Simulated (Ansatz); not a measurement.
`O[SiH2]N[Si](O)(F)F` and `B[Si](O)(F)F` differ in one atom or group.

Ansatz, PBE0-D4/def2-TZVP geometries, multiplicity 1. Each molecule was computed in one conformer, which needn't be the lowest.

```csv
property,`O[SiH2]N[Si](O)(F)F`
HOMO energy (PBE0/def2-TZVPP) / eV,-8.21
HOMO energy (PBE/def2-TZVPP) / eV,-6.79
LUMO energy (PBE0/def2-TZVPP) / eV,0.25
HOMO–LUMO gap (PBE0/def2-TZVPP) / eV,8.46
LUMO energy (ωB97M-V/def2-TZVPP) / eV,1.73
HOMO energy (B3LYP/def2-TZVPP) / eV,-7.99
```

Q: What does the change do to each property? (An estimate is asked.)

A: The calculation gave: 
| property | `B[Si](O)(F)F` | shift |
| --- | --- | --- |
| HOMO energy (PBE0/def2-TZVPP) / eV | -9.17 | -0.96 |
| HOMO energy (PBE/def2-TZVPP) / eV | -7.76 | -0.97 |
| LUMO energy (PBE0/def2-TZVPP) / eV | -2.86 | -3.11 |
| HOMO–LUMO gap (PBE0/def2-TZVPP) / eV | 6.31 | -2.15 |
| LUMO energy (ωB97M-V/def2-TZVPP) / eV | -0.84 | -2.57 |
| HOMO energy (B3LYP/def2-TZVPP) / eV | -8.97 | -0.98 |

With PBE0 the HOMO falls by 0.96 eV and the LUMO falls by 3.11 eV, so the gap narrows by about 2.15 eV. PBE moves the HOMO by -0.97 eV and ωB97M-V by -0.88 eV.

B3LYP here is the variant with VWN-RPA as its local correlation; programs differ in this.
